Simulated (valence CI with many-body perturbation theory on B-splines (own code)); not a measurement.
# From CI to CI+MBPT in Re LX

Computed by configuration interaction combined with many-body perturbation theory (CI+MBPT): six valence electrons over a frozen Dirac-Fock core [Ne], a basis of 9 s, 9 p, 8 d, 6 f, 3 g, 1 h functions for each j, with the one-electron correlation potential Σ1, the two-electron term Σ2, the three-electron term Σ3, Breit, model QED; selected CI, second order for the rest, scaled by the run's own slope (own B-spline code, finite nucleus).

No measured spectrum was set against this ion. As an estimate, large intervals hold to a few tenths of a per cent, small ones and those within an open d or f shell to about a per cent. Among the levels kept, up to 960 cm⁻¹ of a level comes from second order outside the variational space, and about a tenth of that is noise between levels of different J, which matters for small intervals.

Each rung adds one term. CI alone is the Dirac-Coulomb CI over the frozen core; QED comes last and gives the full result, which names the levels. Energies are above (3s^2 3p1/2^2 3p3/2^2) J=2 on the same rung, in Ry.

Levels are named by their leading jj configuration (3d3/2^4 stands for four electrons in 3d with j = 3/2), which in mixed levels can hold well under half, so a name can repeat and another be missing.

```
                         Level  CI alone    + Σ1    + Σ2    + Σ3  + Breit    Full
    (3s^2 3p1/2^2 3p3/2^2) J=0     1.447   1.447   1.447   1.443    1.480   1.479
(3s^2 3p1/2^2 3p3/2 3d3/2) J=2    17.739  17.721  17.694  17.678   17.623  17.556
(3s^2 3p1/2^2 3p3/2 3d3/2) J=1    18.374  18.356  18.327  18.309   18.263  18.195
(3s^2 3p1/2^2 3p3/2 3d3/2) J=0    18.344  18.326  18.303  18.286   18.282  18.214
(3s^2 3p1/2^2 3p3/2 3d3/2) J=3    18.457  18.439  18.413  18.394   18.299  18.232
(3s^2 3p1/2^2 3p3/2 3d5/2) J=4    24.504  24.498  24.477  24.458   24.196  24.146
(3s^2 3p1/2^2 3p3/2 3d5/2) J=2    24.991  24.985  24.952  24.931   24.705  24.652
(3s^2 3p1/2^2 3p3/2 3d5/2) J=3    26.447  26.440  26.391  26.360   26.116  26.065
(3s^2 3p1/2^2 3p3/2 3d5/2) J=1    27.237  27.230  27.189  27.154   26.964  26.913
      (3s^2 3p1/2 3p3/2^3) J=1    27.470  27.484  27.503  27.503   27.197  27.227
      (3s^2 3p1/2 3p3/2^3) J=2    28.225  28.240  28.253  28.251   27.911  27.941
    (3s^2 3p1/2^2 3d3/2^2) J=2    36.227  36.190  36.139  36.104   35.995  35.860
    (3s^2 3p1/2^2 3d3/2^2) J=0    37.980  37.943  37.897  37.857   37.814  37.679
      (3s 3p1/2^2 3p3/2^3) J=2    41.400  41.394  41.387  41.398   41.308  41.037
      (3s 3p1/2^2 3p3/2^3) J=1    42.941  42.936  42.921  42.926   42.775  42.577
(3s^2 3p1/2^2 3d3/2 3d5/2) J=3    43.304  43.279  43.218  43.178   42.884  42.765
(3s^2 3p1/2^2 3d3/2 3d5/2) J=2    44.125  44.101  44.037  43.995   43.715  43.596
(3s^2 3p1/2^2 3d3/2 3d5/2) J=1    44.421  44.396  44.333  44.291   44.076  43.956
(3s^2 3p1/2^2 3d3/2 3d5/2) J=4    44.586  44.561  44.499  44.454   44.093  43.973
```

(1) How does the ionisation energy move along the ladder, and which term matters most?

Results:

(1) CI alone 6184.3, + Σ1 6185.2, + Σ2 6185.5, + Σ3 6184.7, + Breit 6179.2, + QED 6178.6 eV. The largest step is Breit, -5.5 eV. NIST lists 6176 ± 7 eV (theoretical).
